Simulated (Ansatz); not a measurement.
`[SiH3][Al]([Cl])[SnH3]` + H–F → `[F][Al]([SiH3])[Cl]` + `[SnH4]`  (cleavage of the Al–Sn bond)

Computed with Ansatz on PBE0-D4/def2-TZVP structures; ΔE is electronic, products minus reactants. CBS: MP2 limit from def2 TZ/QZ plus the TZ coupled-cluster correction, frozen cores. This one scheme is used for every species. DFT in def2-TZVPP. def2 core potentials past Kr. For Sn outer-core shells are correlated without core-valence functions, which leaves a few kJ/mol of doubt a bond.

| level | ΔE (kJ/mol) |
| --- | --- |
| LDA (SPW92) | -129.6 |
| revPBE | -131.1 |

What does CCSD(T)/CBS give? (An estimate is asked.)

Computed: -135.4 kJ/mol. The listed levels differ from it by 5.8, 4.3 kJ/mol.

Largest T1 diagnostic among the species: 0.013.

The D4 term adds +7.3 kJ/mol with B3LYP and +4.4 kJ/mol with PBE0; it sums over pairs of atoms, weighted by their polarisabilities, and B3LYP, whose exchange is more repulsive, gets the larger term. At CCSD(T), def2-SVP lies −18.4 kJ/mol from the extrapolated value and def2-TZVPP −7.0 kJ/mol. From BLYP to BHLYP (50 % exact exchange), in def2-TZVPP and without D4, ΔE moves by −5.5 kJ/mol.

B3LYP here is the variant with VWN-RPA as its local correlation; programs differ in this.
